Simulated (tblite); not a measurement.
Q: What does the GFN2-xTB structure of `C=C[P@H+](C)CCCC` look like in three dimensions? (Charge +1.)

A: 
```
atom  x, y, z in Å
C1    -3.6586    0.8342    0.6840
C2    -2.8710   -0.1874    0.3787
P3    -1.1991    0.0170   -0.2337
C4    -1.0432   -0.7675   -1.8521
C5    -0.0341   -0.6897    0.9709
C6     1.4164   -0.7029    0.4853
C7     1.8961    0.6870    0.0760
C8     3.3797    0.6949   -0.2701
H9    -3.3409    1.8596    0.5777
H10   -4.6590    0.6812    1.0539
H11   -3.1951   -1.2156    0.4882
H12   -0.9995    1.3731   -0.3651
H13   -1.2297   -1.8380   -1.7452
H14   -0.0429   -0.6154   -2.2563
H15   -1.7788   -0.3443   -2.5364
H16   -0.1295   -0.1013    1.8896
H17   -0.3841   -1.7061    1.1873
H18    2.0420   -1.0756    1.2979
H19    1.5285   -1.3945   -0.3520
H20    1.3219    1.0265   -0.7957
H21    1.7131    1.3887    0.8929
H22    3.9731    0.4143    0.5958
H23    3.6893    1.6866   -0.5872
H24    3.5935   -0.0050   -1.0740
```

Orientation and origin are arbitrary. Atoms count from 1 in this order. The 3 C–P bonds span 1.792 Å (C2–P3, drawn single) to 1.819 Å (P3–C5, drawn single), a spread of 0.027 Å. C2 (alkene CH carbon) is planar (angles 123.0°, 122.0° and 114.9°, sum 360.0°, 0.00 Å off the plane of its three neighbours). Of the pairs four or more bonds apart, P3···H20 is among the closest relative to their van der Waals radii: 2.77 Å, 92 % of the sum of Bondi's values. P3 (phosphonium phosphorus) is tetrahedral (angles from 106.3° to 111.7°).

Bonds between heavy atoms (Å): C1=C2 1.326, C2–P3 1.792, P3–C4 1.805, P3–C5 1.819, C5–C6 1.530, C6–C7 1.526, C7–C8 1.523.

Structure optimised with GFN2-xTB, isolated species.

Point group: C1 (no symmetry element, even within 0.4 Å). Its GFN2-xTB frequencies are all real (lowest 41 cm⁻¹). Torsions: C1–C2–P3–C4 -121°, C2–P3–C5–C6 174°, P3–C5–C6–C7 56°, C5–C6–C7–C8 174°.

The run took 0.78 s on an Arm Neoverse V2 with one thread, shared host with 32 logical CPUs at a one-minute load of 21. That covers the optimisation of the geometry.

One conformer stands for the species.

These are computed values.
